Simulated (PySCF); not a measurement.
Al(All)(F)(OH) (C₃H₆AlFO), SMILES [CH2](C=C)[Al]([OH])[F]. Atoms are numbered in the order given.

```xyz
12

Al     0.3864     0.5583     0.5353
C     -0.1229    -1.3193     0.4922
C     -1.1036    -1.3517    -0.6469
C     -0.8052    -1.5369    -1.9419
H     -0.5798    -1.6499     1.4369
H      0.7641    -1.9389     0.2841
H     -2.1481    -1.1421    -0.3810
H      0.2188    -1.7438    -2.2715
H     -1.5781    -1.4986    -2.7133
F      1.7658     1.0725    -0.2525
O     -0.6141     1.7064     1.2833
H     -0.4886     2.6595     1.2723
```

Geometry optimised at B3LYP-D3(BJ)/def2-SVP. The values are those of a single conformer.

Vertical ionisation energy (IE) and electron affinity (EA) in eV. Rows of orbital energies are one-electron estimates. Where ΔSCF, EOM or ADC give a negative EA the extra electron is unbound and the value depends on the basis.

```
level                                          IE     EA
-------------------------------------------  ----  -----
−ε(HOMO), −ε(LUMO), ωB97X/def2-TZVP (PySCF)  9.28  -1.45
−ε(HOMO), −ε(LUMO), PBE/def2-TZVP (PySCF)     [?]    [?]
```

**Question.** What belongs in the gaps? (The exact figures need the calculation; the answer reports its results.)

**Answer.** 
- −ε(HOMO), −ε(LUMO), PBE/def2-TZVP (PySCF), IE: 5.92
- −ε(HOMO), −ε(LUMO), PBE/def2-TZVP (PySCF), EA: 1.40
